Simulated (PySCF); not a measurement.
C5H6N2.
Bonds: N1–C2, C2–C3 (aromatic), C3–C4 (aromatic), C4–C5 (aromatic), C5–C6 (aromatic), C6–N7 (aromatic), C2–N7 (aromatic). Hydrogens: H8, H9 on N1; H10 on C3; H11 on C4; H12 on C5; H13 on C6.

Theory: PBE0-D3(BJ)/def2-SVP geometry optimisation, gas phase (PySCF 2.14.0).

Q: Give the optimised bond lengths and angles.

A: 
| bond | length (pm) |
| --- | --- |
| N1–C2 | 136.7 |
| C2–C3 | 141.2 |
| C3–C4 | 138.5 |
| C4–C5 | 139.8 |
| C5–C6 | 139.1 |
| C6–N7 | 132.9 |
| C2–N7 | 133.6 |
| N1–H8, N1–H9 | 101.0 |
| C3–H10 | 109.2 |
| C4–H11 | 109.3 |
| C5–H12 | 109.1 |
| C6–H13 | 109.7 |

Bonds in one row agree within 1 pm and their mean is given. A selection of angles:
| angle | degrees |
| --- | --- |
| C2–N1–H8 | 115.4 |
| C2–N1–H9 | 119.1 |
| H8–N1–H9 | 117.0 |
| N1–C2–C3 | 121.4 |
| N1–C2–N7 | 116.4 |
| C3–C2–N7 | 122.1 |
| C2–C3–C4 | 118.4 |
| C2–C3–H10 | 120.5 |
| C4–C3–H10 | 121.2 |
| C3–C4–C5 | 119.6 |
| C3–C4–H11 | 119.8 |
| C5–C4–H11 | 120.5 |
| C4–C5–C6 | 117.3 |
| C4–C5–H12 | 121.8 |
| C6–C5–H12 | 121.0 |
| C5–C6–N7 | 124.1 |
| C5–C6–H13 | 120.0 |
| N7–C6–H13 | 115.8 |
| C2–N7–C6 | 118.5 |

The 6-membered ring C2–C3–C4–C5–C6–N7 has internal angles of 117.3° to 124.1° (sum 720°, against 720° for a flat polygon); it is planar, 0.00 Å rms from its mean plane, widest ring torsion 0°. Of the pairs four or more bonds apart, H9···H10 is among the closest relative to their van der Waals radii: 2.49 Å, 104 % of the sum of Bondi's values. The C–N distances run from 1.329 Å (C6–N7, aromatic) to 1.367 Å (N1–C2, drawn single), a spread of 0.038 Å. N1 (aniline-type nitrogen) has angles 119.1°, 117.0° and 115.4°, sum 351.6°, 0.19 Å off the plane of its three neighbours. The 4 C–C bonds span 1.385 Å (C3–C4, aromatic) to 1.412 Å (C2–C3, aromatic), a spread of 0.027 Å. The 7 heavy atoms lie in one plane (0.010 Å rms).

Point group: near Cs, missed by 0.36 Å at most; the miss may be what the optimiser left on a soft mode. Stationary, but not proved a minimum.
